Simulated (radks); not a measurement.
Q: These are the eigenvalues of the occupied orbitals of an atom or ion with whole-number occupations (hartree). All-electron calculation, Dirac Kohn-Sham, PBE, spin-unpolarised, spherical densities, point nucleus. Program: a radial shooting solver on a logarithmic mesh with Libxc functionals.

1s1/2: -695.8814
2s1/2: -101.5634
2p1/2: -93.62128
2p3/2: -90.09939
3s1/2: -20.94296
3p1/2: -17.95060
3p3/2: -17.37601
3d3/2: -12.09720
3d5/2: -11.98949
4s1/2: -6.46110
4p1/2: -5.54098
4p3/2: -5.43709

Which element is it, and in what charge state? The configuration may be excited. Open shells, if any, fill j = l - 1/2 first.

A: Z = 41, niobium, charge +8: Nb8+ in [Ar] 3d10 4s2 4p3. The list shows which subshells hold electrons but not how many an open one holds; the 1s level, -695.88 hartree, gives Z - s = 37.3 by -(Z - s)^2/2, which with screening and relativity narrows Z to a few neighbours, and the depths of the outer levels then fix element, charge and occupations together.
